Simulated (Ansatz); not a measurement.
Consider the substitution at a C–C bond: `CC(F)[SiH2]N` + `C=N` → `C=NC(F)[SiH2]N` + CH₄.

Gas-phase electronic energies from Ansatz, PBE0-D4/def2-TZVP geometries. CCSD(T)/CBS is the MP2 limit (def2-TZVPP, def2-QZVPP) plus CCSD(T) − MP2 in def2-TZVPP, frozen cores. This one scheme is used for every species. Functionals use def2-TZVPP. Each species was taken in one conformer, which may not be the lowest.

| level | ΔE (eV) |
| --- | --- |
| r2SCAN-D4 | -0.35 |
| PBE0-D4 | -0.29 |
| ωB97M-V | -0.24 |
| CCSD/def2-TZVPP | -0.19 |

**Question.** What does CCSD(T)/CBS give? (An estimate is asked.)

**Answer.** The calculation gave: -0.21 eV. The listed levels differ from it by -0.14, -0.08, -0.03, 0.02 eV.

Largest T1 diagnostic among the species: 0.013.

The D4 term adds −0.03 eV with B3LYP and −0.02 eV with PBE0; it sums over pairs of atoms, weighted by their polarisabilities, and B3LYP, whose exchange is more repulsive, gets the larger term. In def2-TZVPP, CCSD(T) changes the Hartree–Fock value by −0.07 eV (the triples alone add −0.03 eV) and MP2 by −0.11 eV. From PBE to PBE0 (25 % exact exchange), in def2-TZVPP and without D4, ΔE moves by +0.05 eV.

B3LYP here is the variant with VWN-RPA as its local correlation; programs differ in this.
